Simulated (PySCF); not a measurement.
Computed shifts of a molecule C3H4BrCl, PySCF with KT2/pcSseg-1, GIAO, gas phase, atoms alike by connectivity averaged where their shifts nearly agree, in ppm (number of nuclei): ¹³C: 134.5 (1), 131.6 (1), 21.6 (1). ¹H: 6.15 (1), 2.28 (3). References: ¹³C against TMS (σ = 185.1 ppm); ³⁵Cl against HCl (σ = 945.4 ppm); ¹H against TMS (σ = 31.47 ppm), references at their B3LYP-D3(BJ)/def2-TZVP geometries, non-relativistic (without spin–orbit terms, shifts of atoms bonded to Cl or Br come out too high). The structure is a stationary point at TPSSh-D3(BJ)/def2-SVP. One conformer was computed; it need not be the lowest.

**Question.** Which structure fits?
(A) C/C=C(\Cl)Br
(B) C/C(Cl)=C\Br
(C) C/C(Br)=C\Cl
(D) ClC1(Br)CC1

**Answer.** A, C/C=C(\Cl)Br
